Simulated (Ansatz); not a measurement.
**A basis-limit estimate, worked out**

An elementary step of Si2H8SO, singlet (SiH₄SO ([OH][SiH2][SH]) + SiH₄ → Si₂H₆O ([OH][SiH2][SiH3]) + H₂S; Si–S, H–Si broken or loosened, Si–Si, S–H formed or tightened). “Start” and “end” are the PBE0-D4/def2-TZVP structures reached by relaxing down either side of its saddle point, with the molecules still in contact.

Computed with Ansatz 0.2.0 (basis: def2-TZVPP and def2-QZVPP); correlated methods freeze the cores.

Energies in eV:

| quantity | end | start |
| --- | --- | --- |
| Hartree–Fock, triple zeta (X = 3) | -28708.61054 | -28709.43835 |
| Hartree–Fock, quadruple zeta (X = 4) | -28709.52313 | -28710.35541 |
| MP2 correlation, X = 3 | -18.94222 | -18.89279 |
| MP2 correlation, X = 4 | -20.45356 | -20.41132 |
| CCSD(T) correlation, X = 3 | -21.52250 | -21.38010 |

(1) Work out the step energy at the basis limit: extrapolate Hartree–Fock as E(X) = E∞ + A exp(−7.88 √X) and the MP2 correlation as E(X) = E∞ + B X^−2.97 (the exponents that Neese and Valeev fitted for def2-TZVPP and QZVPP), then add CCSD(T) − MP2 in triple zeta.

The T1 diagnostic stays at or below 0.015.

Results:

(1) Each step is linear, so take the differences first (end − start): Hartree–Fock 0.82781 (X = 3) and 0.83228 (X = 4); MP2 correlation -0.04943 and -0.04224; CCSD(T) correlation -0.14240.
Two points give E∞ = E(4) + w [E(4) − E(3)], with w = 1/(exp(7.88 (2 − √3)) − 1) = 0.1377 for Hartree–Fock and w = 1/((4/3)^2.97 − 1) = 0.7407 for the correlation.
Hartree–Fock: 0.83228 + 0.1377 × 0.00447 = 0.8329 eV.
MP2 correlation: -0.04224 + 0.7407 × 0.00719 = -0.0369 eV.
CCSD(T) − MP2: -0.14240 − (-0.04943) = -0.0930 eV.
Sum: 0.8329 + (-0.0369) + (-0.0930) = 0.7030 eV, or 16.21 kcal/mol. Plain CCSD(T) in triple zeta gives 0.6854 eV, so the larger basis shifts the result by 0.0176 eV.

Labels in which every atom is bracketed show which atoms are joined, not bond orders.

For scale, one of the runs: CCSD(T)/def2-TZVPP, 269 basis functions, launched by `ansatz run in.yaml --threads 4 --pin off --events-out ev --progress --plain --max-ram 9574MiB`. Hardware: 4 CPU threads of an Arm Neoverse V1, shared host. Wall time 2.9 min; peak host memory 6.3 GiB.
